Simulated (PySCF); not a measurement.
# Rotational lines of CaF⁻

Lines J+1 ← J of the vibrational ground state, computed from RHF-CCSD(T) constants of CaF⁻, ¹Σ⁺ (singlet), closed shell (basis Ca aug-cc-pVDZ-X2C, F aug-cc-pVDZ-DK; spin-free X2C with a Gaussian nucleus; PySCF 2.14; masses 39.9626 and 18.9984 u), in MHz:

```tsv
J	ν (MHz)
2	56507.3
3	75341.5
4	94174.5
5	113005.8
6	131835.1
```

Find B0 and the effective bond length r0; with αe = 0.00275 cm⁻¹, find Re.

ν = 2B0(J+1) − 4D(J+1)³ gives B0 = 0.31415 cm⁻¹. With the reduced mass μred = 12.877 u, r0 = √(16.8576/(μred·B0)) (u, cm⁻¹, Å) = 2.0414 Å. Be = B0 + αe/2 = 0.31552 cm⁻¹ gives Re = 2.037 Å.

Correlated steps freeze 6 core orbitals. The CCSD T1 diagnostic is raised, a sign that a single reference may not be enough here.
